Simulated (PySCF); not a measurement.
BO, SMILES [B]=O (connectivity only; charge and spin as stated), charge +1, multiplicity 1.

The structure is a stationary point at r2SCAN-D4/def2-TZVPD. The spin state was assumed, not searched.

Two levels are set side by side: TDDFT-PBE/def2-TZVPD (PySCF) and ADC(3)/aug-cc-pVDZ (PySCF). Vertical, same geometry; the bases differ. Differences are taken from unrounded values.

| quantity | ADC(3) |
|---|---|
| lowest singlet excitation (eV) | 2.03 |

### Question
What does TDDFT-PBE give, and how far is it from ADC(3)? (The exact figures need the calculation; the answer reports its results.)

### Answer

```
quantity                        TDDFT-PBE  TDDFT-PBE minus ADC(3)
------------------------------  ---------  ----------------------
lowest singlet excitation (eV)       1.55                   -0.48
```

A lower first singlet is the usual sign of a functional without exact exchange. Differences between two approximate levels are no errors against the true value.

Rough cost on one machine, each run with all the roots and properties that it gave: ADC(3) against TDDFT-PBE about 4 times.
